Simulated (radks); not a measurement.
Results of a calculation; reference values are marked as such.
All-electron atom: S+ in [He] 2s2 2p5.5 3s2 3p3 4s0.5 (fractional occupations, a model configuration).

Code: a radial shooting solver on a logarithmic mesh with Libxc functionals. Model: scalar-relativistic Kohn-Sham, LDA (Slater exchange, Perdew-Zunger correlation), spin-polarised, spherical densities, finite nucleus; open shells are filled with parallel spins first; Fermi nuclear charge, rms radius 3.2611 fm.

Energy parts (eV):
part                      energy
total                 -10731.506
kinetic                10765.457
electron-nucleus      -25325.462
Hartree                 4465.136
exchange-correlation    -636.636

Orbitals (lengths in bohr, moments of r in powers of bohr; r(90%) holds 90 % of the orbital's charge):
| orbital | occ. | eigenvalue (eV) | r(90%) |
|---|---|---|---|
| 1s up | 1 | -2430.930 | 0.174 |
| 1s down | 1 | -2429.231 | 0.173 |
| 2s up | 1 | -237.5873 | 0.744 |
| 2s down | 1 | -235.2603 | 0.744 |
| 2p up | 3 | -184.4045 | 0.723 |
| 2p down | 2.5 | -181.7033 | 0.724 |
| 3s up | 1 | -33.0343 | 2.33 |
| 3s down | 1 | -29.6732 | 2.38 |
| 3p up | 3 | -21.6353 | 2.69 |
| 3p down | 0 | -18.4997 | 2.80 |
| 4s up | 0.5 | -7.0523 | 6.41 |
| 4s down | 0 | -6.0414 | 6.88 |

The highest occupied level is 4s up at -7.052 eV. The configuration is held as typed, so some empty levels lie below it. The density falls to 0.001 e/bohr^3 at r = 4.02 bohr.
